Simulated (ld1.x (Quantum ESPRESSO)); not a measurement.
**Cr, TM: configuration errors across variants**

chromium (Cr), norm-conserving Troullier–Martins (Kleinman–Bylander form), made with ld1.x (Quantum ESPRESSO) 7.5 (LDA (PZ), scalar-relativistic). Core [Ar], reference 3d5.5 4s0.5 4p0. Waves: 4s (bound): rc 2.05 bohr; 4p (bound, empty): rc 2.80 bohr; 3d (bound): rc 0.95 bohr. Local part: the d channel. Core correction: Bessel-smoothed model core, default radius (core density twice the valence density).

All-electron excitation energies from the reference (eV): (1) 3d5 4s1 4p0 -0.717; (2) 3d5 4s0 4p0 6.423; (3) 3d4 4s0 4p0 22.766; (4) 3d2 4s0 4p0 102.421; (5) 3d6 4s0 4p0 1.007; (6) 3d5 4s0 4p1 2.486; (7) 3d5 4s1 4p0 spin -5.634.

Spin tests fill each open shell by Hund’s rule, majority spin first.

Tests that are not counted but printed errors over 1 eV. “base”: 3d4 4s2 4p0 (solver errors, printed error -231 eV); 3d5.5 4s0.5 4p0 (spin-polarised) (all-electron atom not converged, printed error +1.6 eV). “all radii but the core radius scaled by about 0.75 (s 1.54, p 2.10, d 0.72 bohr)”: 3d5.5 4s0.5 4p0 (spin-polarised) (all-electron atom not converged, printed error +1.6 eV). “all radii but the core radius scaled by about 0.82 (s 1.68, p 2.28, d 0.78 bohr)”: 3d5.5 4s0.5 4p0 (spin-polarised) (all-electron atom not converged, printed error +1.6 eV). “all radii but the core radius scaled by about 0.90 (s 1.84, p 2.52, d 0.86 bohr)”: 3d4 4s2 4p0 (solver errors, printed error -232 eV); 3d5 4s1 4p0 (spin-polarised) (solver errors, printed error -3.0 eV); 1 more. “all radii but the core radius scaled by about 1.05 (s 2.16, p 2.94, d 1.00 bohr)”: 3d4 4s2 4p0 (solver errors, printed error -231 eV); 3d5.5 4s0.5 4p0 (spin-polarised) (all-electron atom not converged, printed error +1.6 eV).

A true bound ghost makes a file unfit for plane-wave use even where its test errors are small: the radial tests pick states by their node count and pass the ghost by. Where a test does run into it, the solver fails or the error is huge.

Errors AE − PS in meV (a dash: test not solved or not reliable):

| change | (1) | (2) | (3) | (4) | (5) | (6) | (7) | bound ghosts |
| --- | --- | --- | --- | --- | --- | --- | --- | --- |
| base | -11 | -2.3 | -146 | -3532 | -8.6 | -7.1 | +14 | s, p |
| all radii but the core radius scaled by about 0.75 (s 1.54, p 2.10, d 0.72 bohr) | -8.7 | +1.0 | -155 | -3654 | -5.9 | -4.4 | -21 | p, s |
| all radii but the core radius scaled by about 0.82 (s 1.68, p 2.28, d 0.78 bohr) | -17 | 0.0 | -153 | -3618 | -6.0 | -5.2 | -21 | s, p |
| all radii but the core radius scaled by about 0.90 (s 1.84, p 2.52, d 0.86 bohr) | -2.7 | -1.5 | -149 | -3571 | -7.3 | -6.5 | – | s, p |
| all radii but the core radius scaled by about 1.05 (s 2.16, p 2.94, d 1.00 bohr) | -12 | -2.5 | -145 | -3518 | -9.0 | -7.1 | +17 | s, p |
| all radii but the core radius scaled by about 1.16 (s 2.38, p 3.26, d 1.10 bohr) | -14 | -2.6 | -146 | -3495 | -9.5 | -7.0 | +29 | s, p |
| all radii but the core radius scaled by about 1.23 (s 2.52, p 3.44, d 1.16 bohr) | -14 | -2.7 | -149 | -3486 | -9.4 | -6.4 | +37 | s, p |
| all radii but the core radius scaled by about 1.30 (s 2.66, p 3.62, d 1.24 bohr) | -14 | -2.9 | -154 | -3466 | – | -6.2 | +51 | s, p |
| all radii but the core radius scaled by about 1.39 (s 2.84, p 3.88, d 1.32 bohr) | -13 | -3.5 | -161 | -3462 | -8.7 | -6.4 | +62 | s, p |

Q: Give the same row for: all radii but the core radius scaled by about 1.10 (s 2.26, p 3.08, d 1.04 bohr).

A: -13, -2.6, -145, -3506, -9.3, -7.1, +23; bound ghosts: s, p. Not counted: 3d4 4s2 4p0 (solver errors, printed error -231 eV); 3d5.5 4s0.5 4p0 (spin-polarised) (all-electron atom not converged, printed error +1.6 eV).
